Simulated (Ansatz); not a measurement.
```yaml
crystal:
  periodic: [false, false, false]
  atoms:
    - {symbol: C, position_ang: [1.379405, -0.938575, -2.404962]}
    - {symbol: O, position_ang: [0.936389, -0.508036, -1.152243]}
    - {symbol: Ti, position_ang: [-0.723704, -0.043577, -0.599809]}
    - {symbol: O, position_ang: [-1.740257, -1.467046, -1.125647]}
    - {symbol: F, position_ang: [-1.150017, 1.232787, -1.924933]}
    - {symbol: C, position_ang: [-1.847651, -0.165330, 1.415665]}
    - {symbol: C, position_ang: [-1.756161, 1.193295, 1.044349]}
    - {symbol: C, position_ang: [-0.422058, 1.592888, 0.998371]}
    - {symbol: C, position_ang: [0.363857, 0.502830, 1.442579]}
    - {symbol: C, position_ang: [1.796568, 0.470865, 1.580621]}
    - {symbol: C, position_ang: [-0.540079, -0.546619, 1.602858]}
    - {symbol: H, position_ang: [2.484056, -0.882594, -2.543280]}
    - {symbol: H, position_ang: [1.011192, -0.325519, -3.255205]}
    - {symbol: H, position_ang: [0.986984, -2.019253, -2.618321]}
    - {symbol: H, position_ang: [-1.886698, -1.681659, -2.073135]}
    - {symbol: H, position_ang: [-2.782747, -0.758046, 1.449547]}
    - {symbol: H, position_ang: [-2.592228, 1.829438, 0.722061]}
    - {symbol: H, position_ang: [0.004832, 2.576093, 0.725118]}
    - {symbol: H, position_ang: [2.327827, 1.435701, 1.189522]}
    - {symbol: H, position_ang: [2.293126, -0.332492, 1.048128]}
    - {symbol: H, position_ang: [2.107257, 0.363478, 2.580567]}
    - {symbol: H, position_ang: [-0.167104, -1.587596, 1.921866]}
basis:
  gaussian: {orbitals: cc-pVTZ, final_grid: {core_spheres: 20, valence_spheres: 16, degree: 47}}
hamiltonian: {xc: {name: PBE0}, dispersion: d4}
```

```sh
$ ansatz run in.yaml --threads 4 --pin off --events-out ev --progress --plain --max-ram 66560MiB --backend cuda --devices 0, --max-vram 37GiB
```

It prints (some lines left out):

```
Functional definition: PBE0
  name "PBE0"
  cite "Adamo & Barone, J. Chem. Phys. 110, 6158 (1999) doi:10.1063/1.478522"
  cite "Perdew, Burke & Ernzerhof, Phys. Rev. Lett. 77, 3865 (1996) doi:10.1103/PhysRevLett.77.3865"
  parent pbe
  parameter a = 0.25
  parameter kappa = 0.804
  parameter beta = 0.06672455060314922
  exchange = (1 - a)*pbe_x(kappa = kappa, mu = beta*pi^2/3) + a*exact_x
  correlation = pbe_c(beta = beta)
2940 factors; their error is unknown
mean field evaluation 1: about -37330.7452 eV, gradient 1.1e2 eV
mean field evaluation 2: about -37023.7676 eV, gradient 4.9e2 eV
mean field evaluation 4: about -37350.0805 eV, gradient 4.3e1 eV
mean field evaluation 8: about -37353.3118 eV, gradient 2.7e-1 eV
mean field evaluation 16: about -37353.4378 eV, gradient 1.1e-2 eV
mean field -37353.43780563 eV, -1372.7135202873 hartree, gradient 3.3e-5 eV, S^2 0.000000; 0 other end points of the search recorded, 0 dependent functions left out
reference -37353.43786611 eV, -1372.7135225098 hartree; 50, 50 occupied and 472, 472 virtual orbitals, 2940 factors
Total energy: -37353.97318406 eV, -1372.7331950820 hartree
```

It took 10 s on 4 threads of an AMD EPYC 7R13 on a shared host and a share of an NVIDIA H100 80 GB, with 1.2 GiB of host memory at the peak.
